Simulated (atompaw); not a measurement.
# N: one change to a PAW (atompaw) potential, before and after

* Element: N (Z = 7)
* Generator: atompaw 4.2.0.5
* Type: PAW
* Functional: LDA (PW92)
* Relativity: non-relativistic
* Frozen core: [He]
* Valence charge: 5
* Reference configuration: 2s2 2p1 (charge +2)
* Partial waves: 2s (bound): rc 1.85 bohr; 2s channel at -3 Ry: rc 1.05 bohr; 2p (bound): rc 1.85 bohr; 2p channel at -0.25 Ry: rc 1.85 bohr; 3d channel at 0.3 Ry: rc 1.85 bohr; 3d channel at 0.9 Ry: rc 1.85 bohr
* Local potential: ultrasoft scheme with l = 3 at -0.5 Ry, radius 1.80 bohr
* Core correction: smooth core density matched at 1.75 bohr
* Augmentation charge: gaussian compensation charge, radius 1.70 bohr; PAW radius 1.85 bohr; waves and projectors: custom polynom vanderbiltortho

All-electron outer shells of the reference configuration (LDA (PW92), non-relativistic, ld1.x):

```tsv
shell	level (eV)	outermost node (bohr)	outermost maximum (bohr)
2s	-48.86	0.32	0.96
2p	-37.62	–	0.85
```

Change: wave 2s channel at -3 Ry: rc 1.05 bohr becomes 2s channel at -3.47 Ry: rc 1.05 bohr.

Cutoffs: the cutoffs (Ry, on a coarse ladder) from which the occupation-weighted sum of valence levels, in a spherical-Bessel basis at the reference potential, stays within 10 and 1 mRy of its value at 400 Ry; they do not see the model core or the augmentation charge, which bear on the density cutoff.

**Question.** What does the change do?

**Answer.** The potential gets neither clearly harder nor softer (18 Ry and 25 Ry → 18 Ry and 25 Ry); a bound ghost appears in s, which as a rule spoils a file; the range in which the s phases agree widens (upper end -1.4 → 0.4).

```tsv
quantity	base	changed
cutoff, loose	18 Ry	18 Ry
cutoff, tight	25 Ry	25 Ry
bound ghosts	none	s
s: phases at 1.85 bohr within 0.05 rad from the reference energy up to (Ry; the scan ends near 5)	-1.4	0.4
p: phases at 1.85 bohr within 0.05 rad from the reference energy up to (Ry; the scan ends near 5)	1.8	1.8
d: phases at 1.85 bohr within 0.05 rad from the reference energy up to (Ry; the scan ends near 5)	to the end of the scan	to the end of the scan
lowest overlap eigenvalue by channel	s 0.44, p 0.94, d 0.98	s 0.07, p 0.94, d 0.98
```

 A true bound ghost makes a file unfit for plane-wave use even where its test errors are small: the radial tests pick states by their node count and pass the ghost by. The cutoffs see the waves, projectors and local potential, not the compensation charge or the core.
